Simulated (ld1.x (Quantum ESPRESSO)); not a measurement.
# Before and after: RRKJ potential for P (Z = 15)

ld1.x (Quantum ESPRESSO) 7.5 input, shortened:

```
&input
   title='P', zed=15., rel=0, dft='REVPBE', iswitch=3,
   config='[Ne] 3s2 3p0 3d-2'
 /
 &inputp
   pseudotype=2, tm=.false., lloc=-1, rcloc=1.15,
   nlcc=.false.
 /
3
3S  1  0   2.00   0.00  1.30  1.30  0.0
3P  2  1   0.00   0.00  1.20  1.20  0.0
3D  3  2  -2.00   0.50  1.10  1.10  0.0
 &test
   configts(1)='3s2 3p0'
 /
```

Change: core correction a·sin(br)/r model core inside 1.08 bohr.

Cutoffs: the cutoffs (Ry, on a coarse ladder) from which the occupation-weighted sum of valence levels, in a spherical-Bessel basis at the reference potential, stays within 10 and 1 mRy of its value at 400 Ry; they do not see the model core or the augmentation charge, which bear on the density cutoff. Errors are all-electron minus pseudo energies relative to the spin-unpolarised reference configuration.

Task: Predict the effect on cutoff, ghosts and configuration errors.

Result: The potential gets neither clearly harder nor softer (21 Ry and 50 Ry → 21 Ry and 50 Ry); of the 7 tests that both files solve, the error grows in 5 and shrinks in 0 by more than 15 % and 0.3 meV (median size 61.3 → 96.5 meV); neither file shows a bound ghost. A model core, the more so a compact one, raises the density cutoff, which this test does not measure.

```tsv
quantity	base	changed
cutoff, loose	21 Ry	21 Ry
cutoff, tight	50 Ry	50 Ry
bound ghosts	none	none
error for 3s2 3p3, meV [ΔE -58.57 eV]	+61	+151
error for 3s2 3p2, meV [ΔE -48.85 eV]	+40	+96
error for 3s2 3p1, meV [ΔE -29.71 eV]	+16	+33
error for 3s1 3p3, meV [ΔE -39.82 eV]	+69	+73
error for 3s1 3p0, meV [ΔE 51.77 eV]	+74	+71
error for 3s2 3p2.5, meV [ΔE -54.80 eV]	+52	+127
error for 3s2 3p3.3, meV [ΔE -59.87 eV]	+66	+162
s: phases at 1.40 bohr within 0.05 rad from the reference energy up to (Ry; the scan ends near 5)	-2.5	-2.5
p: phases at 1.40 bohr within 0.05 rad from the reference energy up to (Ry; the scan ends near 5)	-1.2	-1.2
d: phases at 1.40 bohr within 0.05 rad from the reference energy up to (Ry; the scan ends near 5)	to the end of the scan	to the end of the scan
```

Base: The cutoffs count occupied waves only; the empty 3p level needs 70 Ry at the loose tolerance. Changed file: The cutoffs count occupied waves only; the empty 3p level needs 70 Ry at the loose tolerance.
